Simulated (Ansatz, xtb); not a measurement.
## Two isomers of C2HGeN

We compare a, `N=C=[C]=[Ge]`, a singlet, with b, `C#C[N+]#[Ge-]`, a singlet. Both are isolated molecules in the gas phase, relaxed with B3LYP/6-31G*.

a (Å):

```yaml
atoms:
  - { symbol: C, position_ang: [1.5955, -0.3313, 0.6926] }
  - { symbol: C, position_ang: [0.9144, 0.7733, 0.7446] }
  - { symbol: Ge, position_ang: [-0.0252, 2.2602, 0.7970] }
  - { symbol: N, position_ang: [2.3156, -1.3194, 0.7315] }
  - { symbol: H, position_ang: [2.1852, -2.1653, 0.1901] }
```

b (Å):

```yaml
atoms:
  - { symbol: C, position_ang: [0.0000, 0.0000, -1.3752] }
  - { symbol: C, position_ang: [0.0000, 0.0000, -0.1537] }
  - { symbol: Ge, position_ang: [0.0000, 0.0000, 2.8291] }
  - { symbol: N, position_ang: [0.0000, 0.0000, 1.1393] }
  - { symbol: H, position_ang: [0.0000, 0.0000, -2.4395] }
```

Quicker runs give these differences E(b) − E(a): GFN2-xTB −1.153 eV; HF/STO-3G −1.977 eV (at GFN2-xTB geometries); r2SCAN-D4/def2-SVP −0.094 eV (at GFN2-xTB geometries).

Task: Estimate E(b) − E(a) at the level CCSD(T)/def2-TZVPP.

Result: Calculated at CCSD(T)/def2-TZVPP: E(b) − E(a) = −0.253 eV, so structure b lies lower.

Level by level:

```json
{"level": "GFN2-xTB", "geometry": "GFN2-xTB", "E(b) − E(a) (eV)": "−1.153", "departure from the last row (eV)": "−0.900", "job, with rough time for the two": "optimisation, 0.18 s"}
{"level": "HF/STO-3G", "geometry": "GFN2-xTB", "E(b) − E(a) (eV)": "−1.977", "departure from the last row (eV)": "−1.724", "job, with rough time for the two": "single point, 0.42 s"}
{"level": "r2SCAN-D4/def2-SVP", "geometry": "GFN2-xTB", "E(b) − E(a) (eV)": "−0.094", "departure from the last row (eV)": "+0.159", "job, with rough time for the two": "single point, 4 s"}
{"level": "B3LYP/6-31G*", "geometry": "B3LYP/6-31G*", "E(b) − E(a) (eV)": "−0.112", "departure from the last row (eV)": "+0.141", "job, with rough time for the two": "optimisation, 30 s"}
{"level": "HF/def2-TZVPP", "geometry": "B3LYP/6-31G*", "E(b) − E(a) (eV)": "−0.174", "departure from the last row (eV)": "+0.079", "job, with rough time for the two": "part of the CCSD(T) run"}
{"level": "MP2/def2-TZVPP", "geometry": "B3LYP/6-31G*", "E(b) − E(a) (eV)": "−0.312", "departure from the last row (eV)": "−0.059", "job, with rough time for the two": "part of the CCSD(T) run"}
{"level": "CCSD(T)/def2-TZVPP", "geometry": "B3LYP/6-31G*", "E(b) − E(a) (eV)": "−0.253", "departure from the last row (eV)": "", "job, with rough time for the two": "single point, 86 s"}
```

As drawn, b has 1 C≡C, 1 C–N, 1 Ge≡N, 1 C–H in place of 1 C=N, 1 C=C, 1 C=Ge, 1 N–H.

None of the levels shown reverses the order. The largest departure from CCSD(T)/def2-TZVPP is that of HF/STO-3G, 1.724 eV.

With harmonic frequencies from B3LYP/6-31G* (ideal gas, rigid rotor, one conformer each, 400 K, 1 atm): on the last row, ΔE + ΔZPE = −0.249, ΔH = −0.248, ΔG = −0.192 eV.

The T1 diagnostic of structures a and b is large, so the coupled-cluster value is less sure. The correlated steps freeze 12 core orbitals; the filled d shell of Ge is correlated, in a basis made for valence electrons. Mirror images aren't counted in ΔG. Programs: Ansatz 0.2.0, xtb 6.7.1; the last row on 1 thread of Arm Neoverse V1 on a shared host.
